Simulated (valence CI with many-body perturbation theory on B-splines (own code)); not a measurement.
Ba51+: magnetic and hyperfine properties of the levels

Calculated by relativistic CI+MBPT: three valence electrons over a frozen Dirac-Fock core [He], a basis of 11 s, 11 p, 9 d, 7 f, 5 g, 2 h, 1 i functions for each j, with the one-electron correlation potential Σ1 (screened to all orders), the two-electron term Σ2, the three-electron term Σ3, Breit, model QED; selected single and double excitations, second order for the rest (own B-spline code, finite nucleus).

No measured spectrum was set against this ion. As an estimate, large intervals hold to a few tenths of a per cent, small ones and those within an open d or f shell to about a per cent.

A/g_I is the dipole constant over the nuclear g factor μ/I (μ in nuclear magnetons, uniformly magnetised nucleus), B/Q the quadrupole constant per barn. Both hold the static response of the core; the bare values leave it out. Large factors of s and p1/2 electrons are usually good to 5 to 10 %; those of open d and f shells near neutrality can be off by tens of per cent, and small factors of p3/2, d and f electrons come from cancelling terms and can be off by a factor of two or in sign, in half-filled shells by more. B is blank for J = 1/2, where it vanishes, and for nearly pure S terms. Energies count from the lowest level.

Levels are named by their leading jj configuration (3d3/2^4 stands for four electrons in 3d with j = 3/2), which in mixed levels can hold well under half, so a name can repeat and another be missing. Letters in brackets count levels of one name in rising energy.

```
                     Level  E (× 10³ cm⁻¹)      g  A/g_I (MHz)  A/g_I bare  B/Q (MHz/b)  B/Q bare
        (2s^2 2p1/2) J=1/2            0.00  0.639      2360000     2350000                       
        (2s 2p1/2^2) J=1/2          1393.3  2.152      7110000     7020000                       
        (2s^2 2p3/2) J=3/2          3391.2  1.314       348000      357000       667000    669000
(2s 2p1/2 2p3/2) J=3/2 [a]          4362.7  1.651      1830000     1820000       527000    528000
    (2s 2p1/2 2p3/2) J=5/2          4627.6  1.345      2130000     2110000       471000    472000
    (2s 2p1/2 2p3/2) J=1/2          5046.9  1.227     -2420000    -2370000                       
(2s 2p1/2 2p3/2) J=3/2 [b]          5049.1  0.967        25500       42400       406000    407000
     (2p1/2^2 2p3/2) J=3/2          6533.3  1.351       313000      332000       621000    622000
        (2s 2p3/2^2) J=5/2          7899.8  1.412      1750000     1740000       193000    194000
        (2s 2p3/2^2) J=1/2          8521.2  1.890      7310000     7210000                       
        (2s 2p3/2^2) J=3/2          8529.4  1.188     -1040000    -1000000      -137000   -137000
     (2p1/2 2p3/2^2) J=3/2          9654.9  1.439       -74200      -49800        73300     73400
     (2p1/2 2p3/2^2) J=5/2          9817.6  1.179       737000      746000        -2640     -2640
     (2p1/2 2p3/2^2) J=1/2           10141  0.639      2370000     2350000                       
           (2p3/2^3) J=3/2           13317  1.286       340000      356000      -693000   -694000
           (2s^2 3s) J=1/2           45346  1.991      2150000     2130000                       
        (2s^2 3p1/2) J=1/2           45825  0.669       698000      694000                       
   (2s 2p1/2 3s) J=1/2 [a]           46287  2.379      4130000     4070000                       
       (2s 2p1/2 3s) J=3/2           46432  1.549      3730000     3690000       -78500    -78600
   (2s 2p1/2 3s) J=1/2 [b]           46615  0.734      3710000     3670000                       
(2s 2p1/2 3p1/2) J=1/2 [a]           46692  0.265      -452000     -438000                       
        (2s^2 3p3/2) J=3/2           46849  1.342       301000      302000       171000    171000
    (2s 2p1/2 3p1/2) J=3/2           46855  1.114      3380000     3340000       -93000    -93100
(2s 2p1/2 3p1/2) J=1/2 [b]           47096  1.983      7330000     7240000                       
        (2s^2 3d3/2) J=3/2           47197  0.802       131000      131000        29400     29800
        (2s^2 3d5/2) J=5/2           47470  1.194        50300       50100        52600     53100
(2s 2p1/2 3p3/2) J=3/2 [a]           47765  1.402       381000      380000       190000    190000
    (2s 2p1/2 3p3/2) J=1/2           47831  1.536     -1020000    -1010000                       
    (2s 2p1/2 3p3/2) J=5/2           47952  1.335      1960000     1940000        88600     88700
(2s 2p1/2 3p3/2) J=3/2 [b]           47975  1.246      1090000     1080000       118000    118000
(2s 2p1/2 3d3/2) J=3/2 [a]           48038  0.558      -645000     -634000        45200     45600
        (2p1/2^2 3s) J=1/2           48188  1.763        62600       67000                       
    (2s 2p1/2 3d3/2) J=5/2           48214  1.031      1800000     1780000       -44900    -44700
    (2s 2p1/2 3d3/2) J=1/2           48265  0.488     -1780000    -1760000                       
(2s 2p1/2 3d3/2) J=3/2 [b]           48336  1.218      1830000     1810000        71600     71800
(2s 2p1/2 3d5/2) J=5/2 [a]           48401  1.328       615000      607000        39600     40000
     (2p1/2^2 3p1/2) J=1/2           48504  0.575      -627000     -617000                       
    (2s 2p1/2 3d5/2) J=7/2           48564  1.239      1400000     1380000       -66900    -66600
(2s 2p1/2 3d5/2) J=5/2 [b]           48650  1.056       159000      159000       121000    122000
    (2s 2p1/2 3d5/2) J=3/2           48650  1.073     -1670000    -1650000        12200     12400
```

**Question.** Take the isotope of mass number 137, with I = 3/2, μ = 0.9375 μN and Q = 0.236 b. What is the hyperfine structure of (2s^2 2p1/2) J=1/2?

**Answer.** From the table A = 1480000 MHz. Shifts from the centre of gravity in MHz: F = 1: -1850000, F = 2: 1110000.
